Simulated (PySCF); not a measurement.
Compound: Br₂ClGa.
SMILES with atom numbers: `[Cl:1][Ga:2]([Br:3])[Br:4]`

Method: PBE0-D3(BJ)/def2-SVP geometry optimisation, gas phase (PySCF); density fitting, grid level 1; the optimiser is geomeTRIC in internal coordinates, started from a GFN2-xTB structure with every atom displaced at random (about 0.01 Å).

Step 0: E = -204943.3956 eV
```
atom  x, y, z in Å  |  force x, y, z in eV/Å
Cl1    -1.2482   -1.7470   -0.3572   -0.418  -0.556  -0.081
Ga2    -0.0499   -0.0755   -0.0058    0.580   0.807   0.166
Br3     1.2019    0.8376   -1.6697   -0.088  -0.106   0.024
Br4     0.1120    0.9612    2.0144   -0.074  -0.145  -0.110
```

Step 1: E = -204943.4016 eV
```
atom  x, y, z in Å  |  force x, y, z in eV/Å
Cl1    -1.2135   -1.7505   -0.3325    0.083   0.335   0.028
Ga2    -0.0762    0.0420   -0.0209    0.101  -0.482  -0.109
Br3     1.2184    0.7876   -1.7235   -0.060   0.061   0.039
Br4     0.0871    0.8972    2.0585   -0.124   0.086   0.042
```

Question: Estimate the geometry and energy of step 2. (The exact step hangs on the optimiser's Hessian estimate; all steps are aligned on step 1, rigid shifts and turns removed.)

Answer: E = -204943.4231 eV, largest force 0.199 eV/Å
```
atom  x, y, z in Å  |  force x, y, z in eV/Å
Cl1    -1.2401   -1.7381   -0.3200    0.118   0.155  -0.007
Ga2    -0.0227   -0.0083   -0.0171   -0.036  -0.188  -0.055
Br3     1.2109    0.8170   -1.7258   -0.047   0.021   0.022
Br4     0.0676    0.9057    2.0445   -0.035   0.013   0.040
```

The energy changes by -0.0216 eV. The first-order estimate −F·Δx gives -0.0362 eV and the mean of the old and new forces, exact on a quadratic surface, -0.0217 eV. The step makes an angle of 51° with the force vector and moves no atom by more than 0.074 Å.

What follows is the cost of the whole optimisation. Hardware: one thread of an Arm Neoverse V1, on a shared host. Cost: 53 s of wall time, 0.50 GiB resident at most.
